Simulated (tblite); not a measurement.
A tight-binding relaxation on `[CH3][Ge@@H]1[C@@H](CF)C[C@@H]1OC=O`.

Computed with GFN2-xTB geometry optimisation, gas phase (tblite 0.8.0). Start geometry: from a force field or distance geometry. The input is one job of a driver script: a line of settings, then coordinates in Å.

Command:
```bash
OMP_NUM_THREADS=1 python probes_run.py task.json out
```

Input:
```
{"job": {"kind": "relax", "xc": "GFN2-xTB", "basis": "xTB"}, "charge": 0, "multiplicity": 1}
C     -0.400200     2.064800    -1.082800
Ge    -0.104400     0.154100    -1.012200
C     -1.218300    -0.719900     0.320900
C     -1.878200    -1.978300    -0.239900
F     -2.819400    -1.655400    -1.181500
C     -0.089400    -0.996700     1.301800
C      1.045700    -0.374500     0.471300
O      1.615400     0.758400     1.138100
C      2.687300     1.475100     0.610200
O      3.212100     1.149600    -0.480000
H     -1.320300     2.267900    -1.687000
H      0.462300     2.560000    -1.548700
H     -0.556700     2.463200    -0.044700
H      0.116300    -0.641100    -2.321400
H     -1.980400    -0.002500     0.739700
H     -2.386800    -2.528500     0.605800
H     -1.115000    -2.652000    -0.683400
H      0.088600    -2.086400     1.477200
H     -0.243000    -0.456300     2.271400
H      1.818400    -1.124800     0.189200
H      3.057200     2.340400     1.155500
```

Output:
```
step      E/eV     max force
  0    -903.02374    4.419
  1    -903.38308    4.101
  2    -903.53623    1.541
  3    -903.60937    0.804
  4    -903.70691    0.592
  5    -903.73740    0.560
  6    -903.76658    0.318
  7    -903.78152    0.272
  8    -903.79719    0.291
  9    -903.80678    0.255
... (106 lines left out)
116    -904.03439    0.028
117    -904.03455    0.029
118    -904.03474    0.031
119    -904.03494    0.034
120    -904.03512    0.028
121    -904.03526    0.026
122    -904.03536    0.018
123    -904.03543    0.019
124    -904.03546    0.011
125    -904.03548    0.009
```

«max force» is the largest atomic force in eV/Å.

Q: From which step on does the largest force stay under 0.1 eV/Å, and how much energy is left to gain from there?

A: From step 93 (0.088 eV/Å), 13.1 meV above the end.

Main results: energy lowered by 23.3 kcal/mol over 125 steps; largest atomic force 0.009 eV/Å at the end.

The run took 2.0 s wall on one thread, Arm Neoverse N1 (aarch64), shared host with 64 logical CPUs at a one-minute load of 62.
Labels such as C1 count atoms from 1, the log's own numbers from 0.
